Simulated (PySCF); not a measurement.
Ge⁺: ionisation energy

Ge⁺ [Ar] 3d10 4s2 4p1 (2P) → Ge²⁺ [Ar] 3d10 4s2 (1S), as a difference of total energies. Computed with PySCF 2.14 in aug-cc-pVTZ-PP with ECP10MDF, with scalar relativity through the core potential. Correlated levels: valence: 3s2 3p6 3d10 frozen. The calculations carry no spin-orbit coupling.

```tsv
method	ionisation energy (eV)
UHF	15.250
MP2 (valence)	15.489
SCS-MP2 (valence)	15.476
CCSD (valence)	15.560
CCSD(T) (valence)	15.582
CCSDT (valence)	15.589
```

How much does correlation contribute at CCSD(T) (valence)?

15.582 − (15.250) = 0.332 eV, measured against UHF.

Errors of the correlated levels include the incompleteness of this basis and the frozen core.

For comparison: 15.789 eV (measured; NIST levels, between the centres of gravity of the two terms).
